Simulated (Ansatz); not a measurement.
Geometry optimisation of the cluster NaAlF4.

```yaml
crystal:
  periodic: [false, false, false]
  atoms:
    - {symbol: Na, position_ang: [-1.810273, 1.387597, -0.313278]}
    - {symbol: Al, position_ang: [0.469622, -0.359985, 0.081229]}
    - {symbol: F, position_ang: [2.027284, 0.187953, -0.144942]}
    - {symbol: F, position_ang: [-0.533118, 0.021471, -1.295027]}
    - {symbol: F, position_ang: [-0.423485, 0.711945, 1.129331]}
    - {symbol: F, position_ang: [0.269969, -1.948981, 0.542677]}
basis:
  gaussian: {orbitals: def2-SVP}
magnetization: {spin_polarized: true, initial_magnetization: 2}
hamiltonian: {xc: r2scan, dispersion: d4}
scf: {lower_state_search: "off"}
output: {orbitals: {seedname: orbitals}}
relax: {f_tol: 0.02, max_steps: 100}
```

```sh
$ ansatz run in.yaml --threads 4 --pin off --events-out ev --progress --plain --max-ram 8704MiB
```

Output, abridged:

```
Functional definition: r2SCAN
mean field -21865.25078255 eV, -803.5331454596 hartree, gradient 9.6e-7 eV, S^2 2.002811; 0 other end points of the search recorded, 0 dependent functions left out
relax step   1: F+E_penalty+E_count = -21865.27490430 eV  Δ(F+E_penalty+E_count) = +0.000e0 eV  max|allowed force component| = 1.279e0 eV/Å  Δτ_max = 0.0000 Å  (84 SCF iters, accepted)
mean field -21865.42004232 eV, -803.5393656411 hartree, gradient 2.6e-6 eV, S^2 2.002816; 0 other end points of the search recorded, 0 dependent functions left out
relax step   2: F+E_penalty+E_count = -21865.44403762 eV  Δ(F+E_penalty+E_count) = -1.691e-1 eV  max|allowed force component| = 8.721e-1 eV/Å  Δτ_max = 0.1038 Å  (38 SCF iters, accepted)
mean field -21865.58887428 eV, -803.5455701013 hartree, gradient 2.0e-6 eV, S^2 2.002778; 0 other end points of the search recorded, 0 dependent functions left out
relax step   3: F+E_penalty+E_count = -21865.61263324 eV  Δ(F+E_penalty+E_count) = -1.686e-1 eV  max|allowed force component| = 4.181e-1 eV/Å  Δτ_max = 0.2000 Å  (32 SCF iters, accepted)
mean field -21865.64719455 eV, -803.5477133319 hartree, gradient 4.9e-6 eV, S^2 2.002838; 0 other end points of the search recorded, 0 dependent functions left out
relax step   4: F+E_penalty+E_count = -21865.67080351 eV  Δ(F+E_penalty+E_count) = -5.817e-2 eV  max|allowed force component| = 2.906e-1 eV/Å  Δτ_max = 0.1441 Å  (24 SCF iters, accepted)
mean field -21865.68498283 eV, -803.5491020254 hartree, gradient 2.1e-6 eV, S^2 2.003109; 0 other end points of the search recorded, 0 dependent functions left out
relax step   5: F+E_penalty+E_count = -21865.70878466 eV  Δ(F+E_penalty+E_count) = -3.798e-2 eV  max|allowed force component| = 2.152e-1 eV/Å  Δτ_max = 0.1608 Å  (41 SCF iters, accepted)
mean field -21865.69439306 eV, -803.5494478450 hartree, gradient 1.9e-6 eV, S^2 2.003241; 0 other end points of the search recorded, 0 dependent functions left out
relax step   6: F+E_penalty+E_count = -21865.72458975 eV  Δ(F+E_penalty+E_count) = -1.581e-2 eV  max|allowed force component| = 1.175e-1 eV/Å  Δτ_max = 0.1415 Å  (43 SCF iters, accepted)
mean field -21865.68506186 eV, -803.5491049298 hartree, gradient 2.7e-6 eV, S^2 2.003417; 0 other end points of the search recorded, 0 dependent functions left out
relax step   7: F+E_penalty+E_count = -21865.72153722 eV  Δ(F+E_penalty+E_count) = +3.053e-3 eV  max|allowed force component| = 1.760e-1 eV/Å  Δτ_max = 0.1990 Å  (47 SCF iters, rejected (line search))
mean field -21865.69701491 eV, -803.5495441963 hartree, gradient 1.3e-6 eV, S^2 2.003306; 0 other end points of the search recorded, 0 dependent functions left out
relax step   8: F+E_penalty+E_count = -21865.73253909 eV  Δ(F+E_penalty+E_count) = -7.949e-3 eV  max|allowed force component| = 4.609e-2 eV/Å  Δτ_max = 0.0965 Å  (37 SCF iters, accepted)
mean field -21865.70112153 eV, -803.5496951119 hartree, gradient 1.5e-6 eV, S^2 2.003375; 0 other end points of the search recorded, 0 dependent functions left out
relax step   9: F+E_penalty+E_count = -21865.73689018 eV  Δ(F+E_penalty+E_count) = -4.351e-3 eV  max|allowed force component| = 2.188e-1 eV/Å  Δτ_max = 0.0491 Å  (36 SCF iters, accepted)
mean field -21865.70799161 eV, -803.5499475826 hartree, gradient 2.4e-6 eV, S^2 2.003452; 0 other end points of the search recorded, 0 dependent functions left out
relax step  10: F+E_penalty+E_count = -21865.74271306 eV  Δ(F+E_penalty+E_count) = -5.823e-3 eV  max|allowed force component| = 1.321e-1 eV/Å  Δτ_max = 0.0285 Å  (36 SCF iters, accepted)
mean field -21865.81866895 eV, -803.5540148995 hartree, gradient 1.3e-6 eV, S^2 2.004401; 0 other end points of the search recorded, 0 dependent functions left out
relax step  11: F+E_penalty+E_count = -21865.84240578 eV  Δ(F+E_penalty+E_count) = -9.969e-2 eV  max|allowed force component| = 8.278e-1 eV/Å  Δτ_max = 0.1968 Å  (37 SCF iters, accepted)
mean field -21865.83933237 eV, -803.5547742662 hartree, gradient 2.4e-6 eV, S^2 2.004325; 0 other end points of the search recorded, 0 dependent functions left out
relax step  12: F+E_penalty+E_count = -21865.86289895 eV  Δ(F+E_penalty+E_count) = -2.049e-2 eV  max|allowed force component| = 3.287e-1 eV/Å  Δτ_max = 0.1910 Å  (27 SCF iters, accepted)
mean field -21865.84415497 eV, -803.5549514935 hartree, gradient 1.7e-6 eV, S^2 2.004202; 0 other end points of the search recorded, 0 dependent functions left out
relax step  13: F+E_penalty+E_count = -21865.86758693 eV  Δ(F+E_penalty+E_count) = -4.688e-3 eV  max|allowed force component| = 5.151e-1 eV/Å  Δτ_max = 0.0963 Å  (25 SCF iters, accepted)
mean field -21865.87730650 eV, -803.5561697899 hartree, gradient 8.4e-6 eV, S^2 2.004182; 0 other end points of the search recorded, 0 dependent functions left out
relax step  14: F+E_penalty+E_count = -21865.90074497 eV  Δ(F+E_penalty+E_count) = -3.316e-2 eV  max|allowed force component| = 4.054e-1 eV/Å  Δτ_max = 0.0905 Å  (23 SCF iters, accepted)
mean field -21865.90368170 eV, -803.5571390606 hartree, gradient 1.8e-6 eV, S^2 2.004303; 0 other end points of the search recorded, 0 dependent functions left out
relax step  15: F+E_penalty+E_count = -21865.92717691 eV  Δ(F+E_penalty+E_count) = -2.643e-2 eV  max|allowed force component| = 4.051e-1 eV/Å  Δτ_max = 0.1971 Å  (28 SCF iters, accepted)
mean field -21865.91770498 eV, -803.5576544068 hartree, gradient 4.0e-6 eV, S^2 2.004254; 0 other end points of the search recorded, 0 dependent functions left out
relax step  16: F+E_penalty+E_count = -21865.94115190 eV  Δ(F+E_penalty+E_count) = -1.397e-2 eV  max|allowed force component| = 1.880e-1 eV/Å  Δτ_max = 0.1095 Å  (25 SCF iters, accepted)
mean field -21865.93774050 eV, -803.5583906983 hartree, gradient 2.0e-6 eV, S^2 2.004273; 0 other end points of the search recorded, 0 dependent functions left out
relax step  17: F+E_penalty+E_count = -21865.96122034 eV  Δ(F+E_penalty+E_count) = -2.007e-2 eV  max|allowed force component| = 1.214e-1 eV/Å  Δτ_max = 0.1370 Å  (28 SCF iters, accepted)
mean field -21865.97125832 eV, -803.5596224556 hartree, gradient 9.3e-6 eV, S^2 2.004233; 0 other end points of the search recorded, 0 dependent functions left out
relax step  18: F+E_penalty+E_count = -21865.99466350 eV  Δ(F+E_penalty+E_count) = -3.344e-2 eV  max|allowed force component| = 1.899e-1 eV/Å  Δτ_max = 0.1957 Å  (24 SCF iters, accepted)
mean field -21865.99643414 eV, -803.5605476501 hartree, gradient 9.5e-6 eV, S^2 2.004217; 0 other end points of the search recorded, 0 dependent functions left out
relax step  19: F+E_penalty+E_count = -21866.01980844 eV  Δ(F+E_penalty+E_count) = -2.514e-2 eV  max|allowed force component| = 3.368e-1 eV/Å  Δτ_max = 0.1979 Å  (23 SCF iters, accepted)
mean field -21866.00539895 eV, -803.5608771005 hartree, gradient 7.9e-6 eV, S^2 2.004211; 0 other end points of the search recorded, 0 dependent functions left out
[...]
mean field -21866.01389733 eV, -803.5611894104 hartree, gradient 1.3e-6 eV, S^2 2.004105; 0 other end points of the search recorded, 0 dependent functions left out
relax step  21: F+E_penalty+E_count = -21866.03759118 eV  Δ(F+E_penalty+E_count) = -8.736e-3 eV  max|allowed force component| = 5.747e-1 eV/Å  Δτ_max = 0.1936 Å  (31 SCF iters, accepted)
mean field -21866.03772501 eV, -803.5620650615 hartree, gradient 1.3e-6 eV, S^2 2.004128; 0 other end points of the search recorded, 0 dependent functions left out
relax step  22: F+E_penalty+E_count = -21866.06147589 eV  Δ(F+E_penalty+E_count) = -2.388e-2 eV  max|allowed force component| = 6.746e-2 eV/Å  Δτ_max = 0.1999 Å  (30 SCF iters, accepted)
mean field -21866.05027420 eV, -803.5625262356 hartree, gradient 2.1e-6 eV, S^2 2.004197; 0 other end points of the search recorded, 0 dependent functions left out
relax step  23: F+E_penalty+E_count = -21866.07384083 eV  Δ(F+E_penalty+E_count) = -1.236e-2 eV  max|allowed force component| = 1.751e-1 eV/Å  Δτ_max = 0.1021 Å  (29 SCF iters, accepted)
mean field -21866.09873898 eV, -803.5643072835 hartree, gradient 5.4e-6 eV, S^2 2.004448; 0 other end points of the search recorded, 0 dependent functions left out
relax step  24: F+E_penalty+E_count = -21866.12213920 eV  Δ(F+E_penalty+E_count) = -4.830e-2 eV  max|allowed force component| = 2.484e-1 eV/Å  Δτ_max = 0.1960 Å  (29 SCF iters, accepted)
mean field -21866.16125841 eV, -803.5666048300 hartree, gradient 3.2e-6 eV, S^2 2.004807; 0 other end points of the search recorded, 0 dependent functions left out
relax step  25: F+E_penalty+E_count = -21866.18469497 eV  Δ(F+E_penalty+E_count) = -6.256e-2 eV  max|allowed force component| = 4.453e-1 eV/Å  Δτ_max = 0.1952 Å  (25 SCF iters, accepted)
mean field -21866.16379062 eV, -803.5666978870 hartree, gradient 2.4e-6 eV, S^2 2.004973; 0 other end points of the search recorded, 0 dependent functions left out
relax step  26: F+E_penalty+E_count = -21866.18735392 eV  Δ(F+E_penalty+E_count) = -2.659e-3 eV  max|allowed force component| = 2.909e-1 eV/Å  Δτ_max = 0.1910 Å  (27 SCF iters, accepted)
mean field -21866.17325123 eV, -803.5670455581 hartree, gradient 1.5e-6 eV, S^2 2.004787; 0 other end points of the search recorded, 0 dependent functions left out
relax step  27: F+E_penalty+E_count = -21866.19680906 eV  Δ(F+E_penalty+E_count) = -9.455e-3 eV  max|allowed force component| = 2.784e-1 eV/Å  Δτ_max = 0.1136 Å  (27 SCF iters, accepted)
mean field -21866.18528537 eV, -803.5674878047 hartree, gradient 2.7e-6 eV, S^2 2.004877; 0 other end points of the search recorded, 0 dependent functions left out
relax step  28: F+E_penalty+E_count = -21866.20875947 eV  Δ(F+E_penalty+E_count) = -1.195e-2 eV  max|allowed force component| = 6.910e-2 eV/Å  Δτ_max = 0.0636 Å  (28 SCF iters, accepted)
mean field -21866.18658001 eV, -803.5675353817 hartree, gradient 2.9e-6 eV, S^2 2.004883; 0 other end points of the search recorded, 0 dependent functions left out
relax step  29: F+E_penalty+E_count = -21866.21006896 eV  Δ(F+E_penalty+E_count) = -1.309e-3 eV  max|allowed force component| = 5.102e-2 eV/Å  Δτ_max = 0.0209 Å  (24 SCF iters, accepted)
mean field -21866.18746906 eV, -803.5675680538 hartree, gradient 2.0e-6 eV, S^2 2.004879; 0 other end points of the search recorded, 0 dependent functions left out
relax step  30: F+E_penalty+E_count = -21866.21095729 eV  Δ(F+E_penalty+E_count) = -8.883e-4 eV  max|allowed force component| = 4.037e-2 eV/Å  Δτ_max = 0.0277 Å  (25 SCF iters, accepted)
mean field -21866.18867601 eV, -803.5676124083 hartree, gradient 2.4e-6 eV, S^2 2.004900; 0 other end points of the search recorded, 0 dependent functions left out
relax step  31: F+E_penalty+E_count = -21866.21215690 eV  Δ(F+E_penalty+E_count) = -1.200e-3 eV  max|allowed force component| = 3.015e-2 eV/Å  Δτ_max = 0.0400 Å  (23 SCF iters, accepted)
mean field -21866.18964927 eV, -803.5676481751 hartree, gradient 3.2e-6 eV, S^2 2.004941; 0 other end points of the search recorded, 0 dependent functions left out
relax step  32: F+E_penalty+E_count = -21866.21309517 eV  Δ(F+E_penalty+E_count) = -9.383e-4 eV  max|allowed force component| = 5.852e-2 eV/Å  Δτ_max = 0.0795 Å  (24 SCF iters, accepted)
mean field -21866.18986358 eV, -803.5676560506 hartree, gradient 4.0e-6 eV, S^2 2.004935; 0 other end points of the search recorded, 0 dependent functions left out
relax step  33: F+E_penalty+E_count = -21866.21331791 eV  Δ(F+E_penalty+E_count) = -2.227e-4 eV  max|allowed force component| = 1.927e-2 eV/Å  Δτ_max = 0.0067 Å  (18 SCF iters, accepted)
Total energy: -21866.21335791 eV, -803.5685194514 hartree
Atom 0 at    -1.648407     2.157482     0.541959 Å, force    -0.001982     0.000967     0.002476 eV/Å
Atom 1 at     0.178123    -0.106965    -0.262008 Å, force    -0.003761    -0.011707     0.002438 eV/Å
Atom 2 at     1.925290     0.070957     0.220842 Å, force    -0.010926    -0.017553     0.005564 eV/Å
Atom 3 at     0.021827    -0.672882    -1.824107 Å, force     0.001667     0.002033    -0.008396 eV/Å
Atom 4 at    -1.317271     0.056133     0.605138 Å, force    -0.001349     0.006995    -0.000117 eV/Å
Atom 5 at     0.840437    -1.504726     0.718165 Å, force     0.016352     0.019265    -0.001965 eV/Å
Dipole moment:    -0.853867     0.998502     0.560886 e Å
Checks for a lower state left out: stability, starts, cluster_reference, orbital_swaps, neighbouring_geometries, increment
```

It took 37 s on 4 threads of Intel Xeon 6975P-C on a shared host.

In the triplet, F3 and F6 lie 1.98 Å apart (atoms count from 1), so these atoms are partly bonded to each other. At r2SCAN-D4/def2-SVP a singlet of charge 0 lies 6.64 eV below the triplet, each at its own geometry. The structure comes from a short search, and lower isomers may exist.
